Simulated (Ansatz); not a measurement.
The cluster Al₇H⁻. Total charge -1; doublet. Geometry B3LYP-D4/def2-SVP, that of the neutral singlet; atoms count from 1.

```tsv
atom	x (Å)	y (Å)	z (Å)
Al1	1.1153	-2.1829	0.4245
Al2	-0.8461	-0.3654	-0.4660
Al3	1.6370	-0.0393	-0.8682
Al4	-0.7100	1.9337	1.0075
Al5	-1.3783	-2.6004	0.9694
Al6	-0.0098	1.9896	-1.4700
Al7	-1.5611	-0.2561	2.0476
H8	1.7531	1.5209	-1.6448
```

The structure comes from a short search, and lower isomers may exist.

(1) Estimate the Mulliken populations from the PBE0/def2-TZVPD orbitals of Ansatz.

(2) Where does the spin sit?

(3) And the Mayer bond orders between heavy atoms (over 0.3)?

Answers

(1) 
| atom | charge (e) | spin (α − β) |
| --- | --- | --- |
| Al1 | -0.08 | 0.09 |
| Al2 | 0.18 | -0.07 |
| Al3 | -0.04 | 0.05 |
| Al4 | -0.12 | 0.09 |
| Al5 | -0.30 | 0.09 |
| Al6 | -0.43 | 0.47 |
| Al7 | -0.16 | 0.29 |
| H8 | -0.05 | 0.00 |
Mulliken values depend strongly on the basis. With diffuse functions, as here, like atoms can get unlike values, and bond orders can come out too low or too high.

(2) Summed by element: Al 1.00, H 0.00, of 1 unpaired in all. Largest on single atoms: Al6 0.47, Al7 0.29, Al4 0.09.

(3) Al1–Al2 0.40 (2.82 Å); Al1–Al3 0.63 (2.56 Å); Al1–Al5 0.59 (2.59 Å); Al2–Al3 0.65 (2.54 Å); Al2–Al4 0.46 (2.73 Å); Al2–Al7 0.54 (2.62 Å); Al3–Al6 0.39 (2.68 Å); Al4–Al6 0.66 (2.58 Å); Al4–Al7 0.59 (2.57 Å); Al5–Al7 0.63 (2.59 Å).
